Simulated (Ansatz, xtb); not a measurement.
Two isomers of C5H6O2

Structure I: `C=C[C@@H]1O[C@H]1C=O`, a singlet. Structure II: `C=C[C@@H]1O[C@@H]1C=O`, a singlet. Both are isolated molecules in the gas phase, relaxed with r2SCAN-D4/def2-SVP; the shapes shown needn't be the lowest conformers.

I (Å):

```json
{"atom": "C", "x (Å)": "0.0337", "y (Å)": "-1.0459", "z (Å)": "-0.1898"}
{"atom": "C", "x (Å)": "0.6824", "y (Å)": "0.1212", "z (Å)": "-0.0980"}
{"atom": "C", "x (Å)": "0.1287", "y (Å)": "1.3055", "z (Å)": "0.5824"}
{"atom": "C", "x (Å)": "1.0298", "y (Å)": "2.2323", "z (Å)": "1.3285"}
{"atom": "C", "x (Å)": "0.4639", "y (Å)": "2.9613", "z (Å)": "2.4985"}
{"atom": "O", "x (Å)": "0.4801", "y (Å)": "2.5790", "z (Å)": "0.0655"}
{"atom": "O", "x (Å)": "1.0381", "y (Å)": "3.0928", "z (Å)": "3.5508"}
{"atom": "H", "x (Å)": "0.4799", "y (Å)": "-1.9084", "z (Å)": "-0.6915"}
{"atom": "H", "x (Å)": "-0.9664", "y (Å)": "-1.1765", "z (Å)": "0.2379"}
{"atom": "H", "x (Å)": "1.6806", "y (Å)": "0.2507", "z (Å)": "-0.5342"}
{"atom": "H", "x (Å)": "-0.9137", "y (Å)": "1.2233", "z (Å)": "0.9297"}
{"atom": "H", "x (Å)": "2.1075", "y (Å)": "2.0168", "z (Å)": "1.3612"}
{"atom": "H", "x (Å)": "-0.5662", "y (Å)": "3.3740", "z (Å)": "2.3073"}
```

II (Å):

```xyz
13

C     0.6175    0.3963   -1.2438
C     0.9350    0.0653    0.0126
C     0.0856    0.3868    1.1865
C     0.0082    1.7318    1.8347
C     0.7923    2.8833    1.3022
O    -1.0271    1.2258    0.9934
O     1.3665    3.6658    2.0211
H    -0.2996    0.9545   -1.4570
H     1.2587    0.1175   -2.0840
H     1.8406   -0.5147    0.2307
H    -0.0878   -0.4543    1.8789
H    -0.2157    1.7806    2.9101
H     0.8070    2.9634    0.1844
```

Quicker runs give these differences E(II) − E(I): GFN2-xTB +0.066 eV; HF/STO-3G +0.060 eV (at GFN2-xTB geometries); r2SCAN-D4/def2-SVP//GFN2-xTB +0.069 eV.

Estimate E(II) − E(I) at the level CCSD(T)/def2-SVP + ΔMP2/def2-TZVPP.

CCSD(T)/def2-SVP + ΔMP2/def2-TZVPP gives E(II) − E(I) = +0.063 eV, favouring structure I, but this leans on the basis-set step: CCSD(T) alone gives +0.037 eV.

The same difference at several levels:

```json
{"level": "GFN2-xTB", "geometry": "GFN2-xTB", "E(II) − E(I) (eV)": "+0.066", "departure from the last row (eV)": "+0.003", "job, with rough time for the two": "optimisation, 0.99 s"}
{"level": "HF/STO-3G", "geometry": "GFN2-xTB", "E(II) − E(I) (eV)": "+0.060", "departure from the last row (eV)": "−0.004", "job, with rough time for the two": "single point, 2.4 s"}
{"level": "r2SCAN-D4/def2-SVP//GFN2-xTB", "geometry": "GFN2-xTB", "E(II) − E(I) (eV)": "+0.069", "departure from the last row (eV)": "+0.006", "job, with rough time for the two": "single point, 11 s"}
{"level": "r2SCAN-D4/def2-SVP", "geometry": "r2SCAN-D4/def2-SVP", "E(II) − E(I) (eV)": "+0.070", "departure from the last row (eV)": "+0.007", "job, with rough time for the two": "optimisation, 2.3 min"}
{"level": "HF/def2-SVP", "geometry": "r2SCAN-D4/def2-SVP", "E(II) − E(I) (eV)": "+0.062", "departure from the last row (eV)": "−0.001", "job, with rough time for the two": "part of the CCSD(T) run"}
{"level": "MP2/def2-SVP", "geometry": "r2SCAN-D4/def2-SVP", "E(II) − E(I) (eV)": "+0.041", "departure from the last row (eV)": "−0.023", "job, with rough time for the two": "part of the CCSD(T) run"}
{"level": "CCSD(T)/def2-SVP", "geometry": "r2SCAN-D4/def2-SVP", "E(II) − E(I) (eV)": "+0.037", "departure from the last row (eV)": "−0.026", "job, with rough time for the two": "single point"}
{"level": "CCSD(T)/def2-SVP + ΔMP2/def2-TZVPP", "geometry": "r2SCAN-D4/def2-SVP", "E(II) − E(I) (eV)": "+0.063", "departure from the last row (eV)": "", "job, with rough time for the two": "single point, 2.9 min"}
```

As drawn, both hold the same kinds of bond in the same numbers.

The largest departure from CCSD(T)/def2-SVP + ΔMP2/def2-TZVPP is that of CCSD(T)/def2-SVP, 0.026 eV. The last row adds to CCSD(T) the change of the MP2 difference between the two basis sets, here +0.026 eV.

With thermal terms from frequencies at re-optimised GFN2-xTB minima (ideal gas, soft modes damped towards free rotors, one conformer each, 298.15 K, 1 atm): on the last row, ΔE + ΔZPE = +0.064, ΔH = +0.063, ΔG = +0.066 eV.

The correlated steps freeze 7 core orbitals. Run with Ansatz 0.2.0, xtb 6.7.1; the last row on 2 threads of Intel(R) Xeon(R) Processor @ 2.50GHz (Skylake/Cascade Lake) on a shared host.
